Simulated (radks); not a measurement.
Question: The mean radii <r> (bohr) of the occupied orbitals of an atom or ion are listed with their occupations. All-electron calculation, non-relativistic Kohn-Sham, exchange-only B88, spin-polarised, spherical densities, point nucleus. Program: a radial shooting solver on a logarithmic mesh with Libxc functionals.

orbital  occ.      <r>
1s up       1  0.03545
1s down     1  0.03545
2s up       1   0.1547
2s down     1   0.1547
2p up       3   0.1325
2p down     3   0.1325
3s up       1   0.4276
3s down     1   0.4275
3p up       3   0.4218
3p down     3   0.4216
3d up       5   0.3986
3d down     5   0.3983
4s up       1    1.089
4s down     1    1.080
4p up       3    1.188
4p down     3    1.176
4d up       5    1.656
5s up       1    3.070

Name the element and its charge. Open shells, if any, are filled with parallel spins first.

Answer: Z = 43, technetium, charge +1: Tc+ in [Kr] 4d5 5s1. The 1s radius gives Z: for a bare nucleus <r> = 1.5/Z, 0.03488 bohr for Z = 43, and screening makes it slightly larger (0.03545 here). The occupations add up to 42, and the charge is Z minus that.
